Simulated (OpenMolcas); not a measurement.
Computed levels of 3d⁵ in ions with 23 electrons, in cm-1 above ⁶S_5/2.

```json
{
 "Program": "OpenMolcas",
 "Method": "MS-RASPT2, IPEA 0.25 Eh, imaginary shift 0.1 Eh",
 "Basis": "ANO-R2",
 "Scalar Hamiltonian": "X2C, finite nucleus",
 "Spin-orbit coupling": "RASSI with atomic mean-field integrals over the reference wave functions, term energies averaged over their components"
}
```

Active space for each ion: 11 electrons in 8 orbitals (RAS1 3p, at most 2 holes; RAS2 3d); closed shells correlated by CASPT2: 3s.

```
  Level   Mn2+   Fe3+   Co4+   Cu6+
 ⁴G_5/2  27820  33200  38500  48040
 ⁴G_7/2  27840  33240  38550  48170
⁴G_11/2  27850  33240  38560  48200
 ⁴G_9/2  27850  33250  38580  48240
 ⁴P_5/2  30580  36620  42470  52920
 ⁴P_3/2  30620  36690  42590  53210
 ⁴P_1/2  30660  36770  42720  53550
 ⁴D_7/2  33710  40120  46420  57900
 ⁴D_1/2  33750  40190  46550  58250
```

Problem. Estimate ⁴G_5/2, ⁴G_7/2 for Ni5+ from its neighbours Co4+ and Cu6+.

Solution. ⁴G_5/2 is another term, which grows about linearly with the charge: (38500 + 48040) / 2 = 43270. The calculation gives 43440, so the estimate is off by -0.4 %.
⁴G_7/2 is another term, which grows about linearly with the charge: (38550 + 48170) / 2 = 43360. The calculation gives 43520, so the estimate is off by -0.4 %.

CASPT2 does not keep the components of a term degenerate, so their means are used; among the terms shown or strongly mixed into the levels shown the widest spread is 310 cm-1 (3d⁵ ⁴G, Cu6+). Active for correlation alone: 3p; no level in the range computed is led by a configuration that opens it, so any true level of that kind is missing. Only configurations of the active space appear.
